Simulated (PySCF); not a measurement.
# Assignment exercise: C$_{6}$H$_{11}$NSSi

Geometry (Å), atoms numbered from 1 in this order:
```xyz
20

C     4.137   -0.151    1.480
C     2.959   -0.407    0.688
C     1.974   -0.630    0.035
C     0.812   -0.886   -0.745
N     0.814   -1.888   -1.512
C    -0.300    0.125   -0.520
C    -1.532   -0.135   -1.368
S    -2.831    1.126   -1.096
Si   -3.759    0.409    0.695
H     4.429    0.896    1.390
H     3.931   -0.371    2.527
H     4.958   -0.781    1.141
H    -0.035   -2.028   -2.052
H    -0.562    0.108    0.543
H     0.093    1.122   -0.739
H    -1.968   -1.112   -1.156
H    -1.292   -0.067   -2.430
H    -2.842    0.563    1.822
H    -4.049   -1.004    0.480
H    -4.941    1.239    0.815
```

PySCF 2.14.0 with density-fitted response routines calculation with GFN2-xTB geometry and shielding tensors at PBE0/pcSseg-1 (GIAO); one averaged value for each set of equivalent atoms, no solvent, non-relativistic, one computed conformer.

δ = σ(ref) − σ, references computed at the same level: TMS for ¹³C (σref 186.93) and ¹H (σref 31.72).

**Question.** Assign these signals to the numbered atoms. ¹³C{¹H} NMR (computed): δ 165.6, 94.5, 87.0, 47.3, 29.9, 5.2.

**Answer.** 
```tsv
δ (ppm)	atoms	environment	reason
165.6	C4	carbon bonded to 2 C, N	–
94.5	C2	carbon bonded to 2 C	–
87.0	C3	carbon bonded to 2 C	–
47.3	C6	carbon bonded to 2 C, 2 H	–
29.9	C7	carbon bonded to C, S, 2 H	–
5.2	C1	carbon bonded to C, 3 H	–
```

**Question.** Assign these signals to the numbered atoms. ¹H NMR (500 MHz, computed): δ 11.14 (br s, 1H), 4.57 (s, 3H), 2.54 (m, 2H), 2.38 (m, 2H), 2.19 (s, 3H).

**Answer.** 
11.14 → H13, hydrogen on a nitrogen bonded to C
4.57 → H18/H19/H20, hydrogen on a silicon bonded to S
2.54 → H14/H15, hydrogen on a carbon bonded to 2 C
2.38 → H16/H17, hydrogen on a carbon bonded to C, S
2.19 → H10/H11/H12, hydrogen on a carbon bonded to C

Exchangeable OH/NH protons stand at their gas-phase positions; hydrogen bonding in a real sample shifts them, mostly to higher δ. Shifts are as computed. Against solution values, carbons near 30 ppm lie about +3 ppm off and those near 130 ppm about +5 ppm. Of 1211 compounds with measured shifts, 218 miss one by over three times the rms of a fit or turn the order of signals round; such compounds aren't used in these exercises. No couplings were computed; multiplicities are counted from neighbouring protons, with m where these are inequivalent, close in shift, in a saturated or five-membered ring or joined by F or P, and br s for small geminal =CH2 splittings.
